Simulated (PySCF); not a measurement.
Si(I)(Me) (CH3ISi), SMILES C[Si]I (connectivity only; charge and spin as stated), neutral, multiplicity 1.

Geometry optimised at r2SCAN-D4/def2-SVP. The def2 effective core potentials stand for the cores of I; spin–orbit coupling is left out.

The numbers are results of r2SCAN-D4/def2-SVP (PySCF), not measurements.

Frequencies are harmonic and unscaled.

```
mode  ν (cm⁻¹)  IR (km/mol)  Raman (Å⁴/amu)  depolarisation  moving atoms (share of kinetic energy)
----  --------  -----------  --------------  --------------  --------------------------------------
1           51          0.0             0.1            0.75                                  H 95 %
2          190          2.3             5.9            0.52         C 48 %, H 25 %, I 14 %, Si 14 %
3          335         49.9            18.5            0.30                         Si 79 %, I 15 %
4          551          0.4             0.1            0.75                          H 86 %, C 13 %
5          651         67.7            17.3            0.33                 C 50 %, Si 34 %, H 16 %
6          755         19.9             1.8            0.38                          H 75 %, C 20 %
7         1219         35.0             2.2            0.61                          H 80 %, C 20 %
8         1395          4.0            14.0            0.68                                  H 96 %
9         1406         17.7            19.2            0.75                                  H 95 %
10        3009          0.2           159.4            0.03                                  H 97 %
11        3112          0.0            50.9            0.75                           H 91 %, C 9 %
12        3128          5.1           117.3            0.69                           H 91 %, C 9 %
```
